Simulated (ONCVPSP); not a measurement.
**Transferability test, ONCV potential for aluminium**

ONCVPSP 4.0.1 input, shortened (lines: element, Z, core and valence counts, functional; n l f; lmax; l rc ep ncon nbas qcut; lloc lpopt rc5 dvloc0; l nproj debl; icmod fcfact rcfact), PBE, scalar-relativistic:

```
  Al 13.00    3    1        4      upf
    1    0    2.00
    2    0    2.00
    2    1    6.00
    3    0    1.50
    2
    0    1.90    0.00    4    9    4.20
    1    1.90    0.11    4    7    4.80
    2    1.70    0.16    5    8    6.70
    4    5    1.60   -1.00
    0    1    3.90
    1    2    1.00
    2    2    1.20
    1    0.55    0.00
```

In the p channel the program set the typed energies aside and used 0.050, 1.050 Ha.

Energies are relative to the spin-unpolarised reference configuration 3s1.5; without spin polarisation the order of configurations can differ from experiment.

| valence configuration | charge | ΔE all-electron (eV) | error AE − PS (meV) |
| --- | --- | --- | --- |
| 3s2 3p1 | 0 | -14.256 | +25 |
| 3s2 | +1 | -8.494 | +6.3 |
| 3s1 | +2 | 10.731 | +7.2 |
| 3s2 3p0.5 | +0.5 | -12.170 | +17 |

Note: no bound ghost flagged; GHOST(+) flagged for s at 3.8 eV.
